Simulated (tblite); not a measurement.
BiCl3 (SMILES [Cl][Bi]([Cl])[Cl]), singlet, at a GFN2-xTB geometry (such geometries of metal compounds can be far from the true shape); tblite with GFN1-xTB.

Input for tblite:
```
$ tblite run mol.xyz --method gfn1 --charge 0 --spin 0 --json tblite.json --no-restart

# file mol.xyz
4

Bi    -0.00428098    -0.00067467     0.50283800
Cl    -1.83162453    -0.99302219    -0.83533113
Cl     0.06534181     2.09049123    -0.81504384
Cl     1.78718399    -1.09417508    -0.80465760
```

Problem. Write the output that tblite gives for this input, abridged.

Solution. 
```
xTB calculator
 | screened Coulomb repulsion
 | Coulomb electrostatics
 |  * isotropic Klopman-Ohno-Mataga-Nishimoto electrostatics
 |  * onsite third-order electrostatics
 | DFT-D3(BJ) dispersion correction

halogen bonding energy    0.0000000000000E+00 Eh
repulsion energy          4.3394254375785E-03 Eh
dispersion energy        -2.2404615758952E-03 Eh
number of electrons       2.6000000000000E+01 e
integral cutoff           2.2843195497908E+01 bohr

------------------------------------------------------------
  cycle        total energy    energy error   density error
------------------------------------------------------------
      1     -14.66897396153  -1.4671073E+01   7.9505872E-01
      2     -15.07785859495  -4.0888463E-01   3.1597876E-02
      3     -15.07786228903  -3.6940803E-06   1.7981662E-02
      4     -15.07786384715  -1.5581241E-06   4.1335893E-04
      5     -15.07786371174   1.3540756E-07   7.6871720E-04
      6     -15.07786313527   5.7647088E-07   1.0924424E-03
      7     -15.07786410207  -9.6679693E-07   3.2072154E-05
      8     -15.07786410288  -8.0872553E-10   6.4508962E-06
------------------------------------------------------------

electronic energy        -1.5079963066741E+01 Eh
total energy             -1.5077864102879E+01 Eh

Post processing:
 | Mayer-Wiberg bond orders

[Info] JSON dump of results written to 'tblite.json'
```
